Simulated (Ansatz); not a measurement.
A nudged elastic band was laid between two geometries of H2S + H5NOSi (11 atoms, charge 0, multiplicity 1).

These are results of RKS CAM-B3LYP/def2-SVP (Ansatz), not measurements.

```yaml
movable_images: 9
climbing_image: yes
spring: 5.0 eV/Å²
optimiser: quadratic models (default)
start_path: through a guess of the saddle point
force_threshold: 0.03 eV/Å
iteration_limit: 60
end_points: relaxed
```

Initial state:

```xyz
11
Properties=species:S:1:pos:R:3
Si -0.041 -1.088 -0.462
O 0.386 0.471 -0.017
H 0.739 -1.515 -1.654
H -1.489 -0.953 -0.739
N 0.253 -2.287 0.726
H -0.277 2.422 -0.411
S -0.502 3.747 -0.569
H 1.304 0.625 0.234
H 1.054 -2.905 0.695
H -0.257 -2.356 1.598
H -1.169 3.840 0.600
```

Final state:

```xyz
11
Properties=species:S:1:pos:R:3
Si -0.439 -0.710 -1.102
O -0.198 1.540 1.556
H -0.096 -1.596 -2.248
H -1.859 -0.932 -0.724
N 0.461 -1.035 0.372
H 0.628 1.981 1.792
S 0.015 1.266 -1.744
H 0.067 0.615 1.364
H 1.476 -1.064 0.294
H 0.143 -1.823 0.933
H -0.198 1.759 -0.492
```

**Question.** What changes between the two ends?

**Answer.** Bonds broken: Si1–O2, H6–S7. Bonds formed: Si1–S7, O2–H6. H2S + H5NOSi becomes H2O + H5NSSi.

**Question.** What energy profile does the band end with?

**Answer.** It converged. The highest image is number 6 of 0 to 10, 136.3 kJ/mol above the first end and 111.6 kJ/mol above the last; the last end lies 24.7 kJ/mol above the first. A vibrational analysis at the climbing image gives one clearly imaginary mode, 207i cm⁻¹: a first-order saddle point. The orbitals stay closed-shell, which can raise the energy where a bond breaks towards radicals; this wasn't checked here.

```csv
image,path coordinate (Å),energy (kJ/mol),Si1–O2 (Å),H6–S7 (Å),Si1–S7 (Å)
0,0.00,0.0,1.68,1.35,4.86
1,0.83,0.2,1.68,1.35,4.65
2,1.66,0.4,1.68,1.35,4.39
3,2.49,0.8,1.68,1.35,4.09
4,3.31,4.0,1.68,1.35,3.67
5,4.14,44.2,1.71,1.39,3.03
6,4.97,136.3,1.88,1.95,2.55
7,6.04,103.2,2.56,2.24,2.24
8,7.10,47.9,3.30,2.59,2.17
9,8.17,35.2,3.47,3.11,2.14
10,9.23,24.7,3.49,3.66,2.13
```

**Question.** What is the geometry of the highest image?

**Answer.** 
```xyz
11
Properties=species:S:1:pos:R:3
Si -0.297 -0.320 -0.371
O 0.577 0.810 0.851
H 0.248 -0.626 -1.715
H -1.741 -0.304 -0.055
N 0.415 -1.698 0.464
H 0.571 1.675 0.275
S -0.499 2.047 -1.306
H 1.438 0.452 1.129
H 0.742 -2.474 -0.103
H 0.056 -2.035 1.353
H -1.512 2.473 -0.521
```

**Question.** What are the harmonic wavenumbers there?

**Answer.** 207i, 115, 211, 292, 352, 363, 392, 472, 509, 558, 596, 752, 772, 812, 840, 915, 1008, 1042, 1319, 1557, 2249, 2292, 2612, 2709, 3582, 3677, 3770 cm⁻¹.

Time of the run: 7 min on 4 threads of Arm Neoverse N1 (shared host), peak memory 0.27 GiB.
